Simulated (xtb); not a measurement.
C$_{4}$H$_{6}$F$_{2}$, singlet, from a rough starting geometry; GFN2-xTB in xtb.

xtb was given this input:
```
$ xtb mol.xyz --gfn 2 --opt vtight --json

# file mol.xyz
12

C      1.96508530     0.01315113     0.53454550
C      0.83752140     0.41315979    -0.21152931
F      0.88402909     1.66745074    -0.70824649
C     -0.30348744    -0.43853331    -0.53077543
C     -1.61529569     0.09738914     0.04482541
F     -0.17048655    -1.76163713     0.00333813
H      1.96616328    -0.96600766     0.97117021
H      2.71178334     0.69628798     0.74131754
H     -0.41178382    -0.59777062    -1.61338239
H     -1.52526443     0.14501751     1.17549206
H     -1.84579971     1.16915439    -0.34980747
H     -2.46267134    -0.54292650    -0.21525883
```

The log (banner, timings and long lists left out):

```
   ID    Z sym.   atoms
    1    6 C      1, 2, 4, 5
    2    9 F      3, 6
    3    1 H      7-12

           -------------------------------------------------
          |                Calculation Setup                |
           -------------------------------------------------

           -------------------------------------------------
          |                 G F N 2 - x T B                 |
           -------------------------------------------------

          ...................................................
          :                      SETUP                      :
          :.................................................:
          :  # basis functions                  30          :
          :  # atomic orbitals                  30          :
          :  # shells                           18          :
          :  # electrons                        36          :
          :  max. iterations                   250          :
          :  Hamiltonian                  GFN2-xTB          :
          :  restarted?                      false          :
          :  GBSA solvation                  false          :
          :  PC potential                    false          :
          :  electronic temp.          300.0000000     K    :
          :  accuracy                    1.0000000          :
          :  -> integral cutoff          0.2500000E+02      :
          :  -> integral neglect         0.1000000E-07      :
          :  -> SCF convergence          0.1000000E-05 Eh   :
          :  -> wf. convergence          0.1000000E-03 e    :
          :  Broyden damping             0.4000000          :
          :  net charge                          0          :
          :  unpaired electrons                  0          :
          ...................................................

 iter      E             dE          RMSdq      gap      omega  full diag
   1    -21.1559443 -0.211559E+02  0.414E+00    4.60       0.0  T
   2    -21.1678879 -0.119435E-01  0.337E+00    4.42       1.0  T
   3    -21.2085500 -0.406621E-01  0.173E+00    4.42       1.0  T
   4    -21.2181759 -0.962599E-02  0.556E-01    4.36       1.0  T
   5    -21.2190982 -0.922254E-03  0.112E-01    4.37       1.0  T
   6    -21.2191202 -0.219747E-04  0.508E-02    4.37       1.0  T
   7    -21.2191227 -0.249454E-05  0.150E-02    4.37       1.9  T
   8    -21.2191228 -0.131655E-06  0.313E-03    4.37       9.2  T
[...]
 * total energy  :   -21.0606400 Eh     change       -0.6294811E-05 Eh
 * total energy  :   -21.0606446 Eh     change       -0.4590474E-05 Eh
 * total energy  :   -21.0606480 Eh     change       -0.3326782E-05 Eh
 * total energy  :   -21.0606502 Eh     change       -0.2204705E-05 Eh
 * total energy  :   -21.0606517 Eh     change       -0.1550496E-05 Eh
 * total energy  :   -21.0606527 Eh     change       -0.1042870E-05 Eh
 * total energy  :   -21.0606534 Eh     change       -0.6707051E-06 Eh
 * total energy  :   -21.0606539 Eh     change       -0.4375449E-06 Eh
 * total energy  :   -21.0606541 Eh     change       -0.2744091E-06 Eh
 * total energy  :   -21.0606543 Eh     change       -0.1857162E-06 Eh
 * total energy  :   -21.0606544 Eh     change       -0.1208075E-06 Eh
 * total energy  :   -21.0606545 Eh     change       -0.2918735E-07 Eh
   *** GEOMETRY OPTIMIZATION CONVERGED AFTER 22 ITERATIONS ***
         :: total energy             -21.060654466671 Eh    ::
[...]
     8   1 H        0.926     0.074     2.037     2.232
     9   1 H        0.923     0.064     2.151     2.293
    10   1 H        0.925     0.062     2.181     2.309
    11   1 H        0.925     0.063     2.168     2.302
    12   1 H        0.925     0.063     2.161     2.299

 Mol. C6AA /au·bohr⁶  :       1219.227576
 Mol. C8AA /au·bohr⁸  :      26561.746593
 Mol. α(0) /au        :         51.892129

Wiberg/Mayer (AO) data.
largest (>0.10) Wiberg bond orders for each atom

 ---------------------------------------------------------------------------
     #   Z sym  total        # sym  WBO       # sym  WBO       # sym  WBO
 ---------------------------------------------------------------------------
     1   6 C    3.985 --     2 C    1.903     7 H    0.970     8 H    0.970
     2   6 C    3.884 --     1 C    1.903     4 C    0.985     3 F    0.954
     3   9 F    1.087 --     2 C    0.954
     4   6 C    3.905 --     5 C    0.991     2 C    0.985     9 H    0.950
                             6 F    0.929
     5   6 C    3.989 --     4 C    0.991    10 H    0.984    11 H    0.983
                            12 H    0.982
     6   9 F    1.001 --     4 C    0.929
     7   1 H    0.994 --     1 C    0.970
     8   1 H    0.994 --     1 C    0.970
     9   1 H    0.996 --     4 C    0.950
    10   1 H    0.996 --     5 C    0.984
    11   1 H    0.996 --     5 C    0.983
    12   1 H    0.996 --     5 C    0.982
 ---------------------------------------------------------------------------

Topologies differ in total number of bonds
Writing topology from bond orders to xtbtopo.mol

molecular dipole:
                 x           y           z       tot (Debye)
 q only:       -0.240       0.113       0.228
   full:       -0.256       0.148       0.172       0.871
molecular quadrupole (traceless):
                xx          xy          yy          xz          yz          zz
 q only:        4.414      -1.687      -5.711       1.958       1.479       1.297
  q+dip:        5.367      -1.088      -7.839       3.081       2.264       2.472
   full:        4.965      -1.445      -7.283       2.309       2.279       2.318

optimized geometry written to: xtbopt.xyz

           -------------------------------------------------
          | TOTAL ENERGY              -21.060654466671 Eh   |
          | GRADIENT NORM               0.000032982352 Eh/α |
          | HOMO-LUMO GAP               5.337171248404 eV   |
           -------------------------------------------------
```
